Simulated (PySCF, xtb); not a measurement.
CH4O4Si, SMILES O=C(O)[SiH](O)O. The values are those of a single conformer.

Harmonic wavenumbers (cm⁻¹) from GFN2-xTB run with xtb at its own minimum, in rising order: 31, 104, 160, 212, 260, 303, 319, 422, 497, 673, 697, 699, 718, 781, 820, 892, 963, 1137, 1237, 1736, 2277, 3363, 3654, 3676.

### Question
What does PBE-D3(BJ)/def2-SVP (PySCF) give at its own minimum? (An estimate is asked for; the answer gives what the named calculation found.)

### Answer
55, 140, 173, 199, 286, 349, 424, 445, 514, 665, 698, 733, 777, 831, 868, 929, 961, 1142, 1311, 1734, 2206, 3536, 3647, 3764. Paired by order, the mean absolute difference is 40 cm⁻¹ and the zero-point energies are 36.6 and 37.7 kcal/mol.
